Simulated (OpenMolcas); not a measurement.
Computed levels of 5d in ions with 69 electrons, in cm-1 above ²D_3/2.

```yaml
Program: OpenMolcas 26.06
Method: CASSCF
Basis: ANO-R3
Scalar_Hamiltonian: X2C, finite nucleus
Spin-orbit_coupling: RASSI with atomic mean-field integrals over the reference wave functions, term energies averaged over their components
```

Active space for each ion: 1 electron in 5 orbitals (5d).

| Level | Hf3+ | W5+ | Os7+ |
| --- | --- | --- | --- |
| ²D_5/2 | 5021 | 8738 | 13084 |

Estimate ²D_5/2 for Re6+ from its neighbours W5+ and Os7+.

²D_5/2 is fine structure, which grows about as the fourth power of a screened charge, so the fourth roots are averaged: ((8738^0.25 + 13084^0.25) / 2)^4 = 10747. The calculation gives 10744, so the estimate is off by 0 %.

With one active electron the reference holds no correlation, so core polarisation is missing. Levels of configurations outside the active space are missing.
